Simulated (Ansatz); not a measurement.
Reaction (redistribution): `B[SiH2]O` + `O=C=[N][SnH2][Cl]` → `O[SiH2][SnH2][Cl]` + `BN=C=O`

Computed with Ansatz on PBE0-D4/def2-TZVP structures; ΔE is electronic, products minus reactants. CBS: MP2 limit from def2 TZ/QZ plus the TZ coupled-cluster correction, frozen cores. Functionals use def2-TZVPP. def2 core potentials past Kr. For Sn outer-core shells are correlated without core-valence functions, which leaves a few kJ/mol of doubt a bond. Each species was taken in one conformer, which may not be the lowest.

CCSD(T)/CBS gives -116.2 kJ/mol.

Another level gave -115.3 kJ/mol. Which?
A. ωB97X-V/def2-TZVPP
B. SCS-MP2/def2-TZVPP
C. HF/def2-TZVPP
D. r2SCAN/def2-TZVPP

A. ωB97X-V -115.3, SCS-MP2/def2-TZVPP -110.5, r2SCAN -129.1, HF/def2-TZVPP -101.0 kJ/mol.

Largest T1 diagnostic among the species: 0.017.

In def2-TZVPP, CCSD(T) changes the Hartree–Fock value by −10.3 kJ/mol (the triples alone add −2.1 kJ/mol) and MP2 by −16.7 kJ/mol. From PBE to PBE0 (25 % exact exchange), in def2-TZVPP and without D4, ΔE moves by +6.0 kJ/mol.
